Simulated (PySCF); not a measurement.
# One reaction down a group: B, Al, Ga, In

The same gas-phase reaction for B, Al, Ga, In:
- 3 HBr + BH → BBr₃ + 2 H₂
- 3 HBr + AlH → AlBr₃ + 2 H₂
- 3 HBr + GaH → GaBr₃ + 2 H₂
- 3 HBr + InH → InBr₃ + 2 H₂

Computed with PySCF and rigid-rotor harmonic-oscillator thermochemistry at 1 bar. † marks an energy on the PBE0/def2-TZVP geometry and frequencies; other levels use their own. CCSD(T) freezes the core. All species are closed-shell singlets. In: scalar-relativistic def2 core potential, no spin-orbit coupling. Br, Ga: all electrons, no relativistic terms. GaH, InH: computed as isolated molecules; such fragments, hydroxides, amides, oligomers or adducts are transient or little studied in the gas. CCSD(T) isn't extrapolated to the basis-set limit. The harmonic model lacks anharmonicity and excited electronic states, which grow with temperature; levels with a mode under 35 cm⁻¹ are left out. Soft modes under 120 cm⁻¹ make the harmonic entropy rough for AlBr₃, GaBr₃, InBr₃.

ΔH°(298 K) in kJ, by level:

```tsv
level	B	Al	Ga	In
ωB97M-V/def2-TZVP†	-547.8	-549.9	-409.2	-356.5
CCSD(T)/def2-SVP†	-517.8	-516.1	-396.2	-330.8
CCSD(T)/def2-TZVPP†	-523.1	-538.5	-416.8	-342.1
PBE/def2-SVP	-591.0	-527.1	-390.2	-315.5
PBE/def2-TZVP†	-577.5	-534.9	-398.4	-333.9
```

At ωB97M-V/def2-TZVP†, ΔH° is not monotonic: it is lowest for Al and highest for In, over a range of 193.4 kJ; the steps are -2.1, +140.7, +52.7 kJ. 2 of the 5 levels shown give the same order; CCSD(T)/def2-SVP†, PBE/def2-SVP, PBE/def2-TZVP† order the members differently. The levels scatter most for B (73.2 kJ between the highest and the lowest) and least for Ga (26.6 kJ). ΔS°(298 K) runs from -182.5 to -167.6 J/K, so TΔS° at 298 K spreads over 4.4 kJ among the members, against 193.4 kJ for ΔH°.

Free energies at ωB97M-V/def2-TZVP†:

```
member  ΔS°(298 K), J/K  ΔG°(298 K), kJ  ΔG°(1400 K), kJ         ΔG° changes sign
------  ---------------  --------------  ---------------  -----------------------
B                -182.5            -493             -307  none from 298 to 2500 K
Al               -174.1            -498             -325  none from 298 to 2500 K
Ga               -174.3            -357             -185  none from 298 to 2500 K
In               -167.6            -307             -142           2000 to 2500 K
```

The NASA 1993 table, where it holds all species, gives ΔH°(298 K) = -561 kJ for Al; its entries are part measured, part old estimates, and weren't checked at source. After a fit of one offset per element over all species, the range-separated, M06-2X, PBE0/def2-QZVP and CCSD(T)/def2-TZVPP enthalpies, where run, lie to one side of the table for AlH (-36 kJ/mol), AlBr₃ (-15 kJ/mol): a fault of the table's entry, another state or a shared error of the levels is possible; this was not checked at source.
